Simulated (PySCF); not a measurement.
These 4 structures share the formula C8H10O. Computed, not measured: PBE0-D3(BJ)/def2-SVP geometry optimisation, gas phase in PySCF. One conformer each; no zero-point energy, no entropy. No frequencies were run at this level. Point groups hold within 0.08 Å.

Task: Rank from lowest to highest electronic energy at this level (kcal/mol).
A. `[CH3:1][O:2][c:3]1[cH:4][cH:5][c:6]([CH3:7])[cH:8][cH:9]1` with C1–O2–C3–C4 180° (4-methylanisole)
B. `[CH2:1]=[C:2]([CH2:3][CH3:4])[c:5]1[cH:6][cH:7][cH:8][o:9]1` with C1–C2–C3–C4 -103°, C1–C2–C5–C6 -176°
C. `[CH:1]#[C:2][C@@H:3]1[CH2:4][CH2:5][CH2:6][C@@H:7]2[O:8][C@H:9]12` with C2–C3–C4–C5 -177°, C3–C4–C5–C6 64°, C4–C5–C6–C7 -41°, C5–C6–C7–O8 78°
D. `[CH3:1][c:2]1[cH:3][cH:4][c:5]([CH2:6][OH:7])[cH:8][cH:9]1` with C4–C5–C6–O7 -30°, C5–C6–O7–H -55°

Result: D (0.0), A (4.3), B (22.5), C (64.6).

As drawn, the lowest has an aromatic ring and an O–H bond, which the highest lacks; the highest has a three-membered ring and a C≡C bond, which the lowest lacks.

```tsv
SMILES	E (Eh)	E rel (kcal/mol)	dipole (D)	point group	A, B, C (MHz)
Cc1ccc(CO)cc1	-385.37978	0.0	1.67	C1	4610, 946.8, 804.3
COc1ccc(C)cc1	-385.37294	4.3	1.21	–	4812, 985.3, 826.4
C=C(CC)c1ccco1	-385.34390	22.5	0.81	C1	3111, 1220, 941.2
C#C[C@@H]1CCC[C@@H]2O[C@H]12	-385.27680	64.6	2.15	C1	3150, 1342, 1049
```
